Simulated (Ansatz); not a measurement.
Relaxation of CH2NTe (5 atoms, charge 0, multiplicity 2), to a largest force component of 0.02 eV/Å in at most 40 steps.

Computed with UKS BLYP-D4/def2-SVP in Ansatz 0.2.0.

```xyz
5
Properties=species:S:1:pos:R:3
C -0.434 0.336 -0.289
N 0.677 0.046 0.206
Te 1.621 -1.360 1.125
H -1.295 -0.331 -0.297
H -0.570 1.310 -0.745
```

Task: Where does it end, and by what steps?

Result: It converged. After 7 steps the energy has fallen by 0.116 eV; Te3 moved furthest, 0.07 Å.

| step | energy less start (eV) | largest force component (eV/Å) | accepted |
| --- | --- | --- | --- |
| 0 | 0.0000 | 1.264 | yes |
| 1 | -0.1086 | 0.237 | yes |
| 2 | -0.1135 | 0.132 | yes |
| 3 | -0.1142 | 0.135 | yes |
| 4 | -0.1143 | 0.146 | yes |
| 5 | -0.1143 | 0.145 | no |
| 6 | -0.1147 | 0.124 | yes |
| 7 | -0.1163 | 0.010 | yes |

```xyz
5
Properties=species:S:1:pos:R:3
C -0.441 0.347 -0.296
N 0.701 0.079 0.203
Te 1.650 -1.418 1.157
H -1.311 -0.348 -0.294
H -0.599 1.340 -0.770
```

Whether the end is a true minimum wasn't checked by a vibrational analysis.

The run took 18 s on 1 thread of Arm Neoverse V2, with other jobs on the host, peak memory 0.13 GiB.
